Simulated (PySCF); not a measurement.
**Basis-set dependence of IF⁺ at r²SCAN**

PySCF, UKS reference; doublet, unpaired electrons π ↑; De to I⁺ + F without counterpoise correction.

| basis | relativity | functions | Re (Å) | ωe (cm⁻¹) | De (eV) | μ (D) |
| --- | --- | --- | --- | --- | --- | --- |
| cc-pVDZ-PP/cc-pVDZ | scalar-relativistic core potentials | 37 | 1.901 | 685 | 2.54 | -2.07 |
| def2-SVP | scalar-relativistic core potentials | 40 | 1.890 | 692 | 2.60 | -2.09 |
| x2c-SVPall | spin-free X2C | 50 | 1.891 | 690 | 2.56 | -2.04 |

Question: How does each smaller set differ from the one with most functions, x2c-SVPall?

Answer: cc-pVDZ-PP/cc-pVDZ: +1.0 pm, -0.7 % in ωe, -0.02 eV in De; def2-SVP: -0.1 pm, +0.3 % in ωe, +0.04 eV in De. All at r²SCAN; the set with most functions is neither the basis-set limit nor always the best. The rows treat relativity differently, so the differences are not basis effects alone.

A positive dipole points towards F; it is taken about the centre of mass and depends on that origin. Spin–orbit coupling is left out, which matters for elements this heavy, above all for dissociation energies. For an ion De counts to the pair picked by the measured ionisation energies or electron affinities, which need not be the lowest pair at this level. The state was picked by a PBE0 search and need not be the measured ground state.
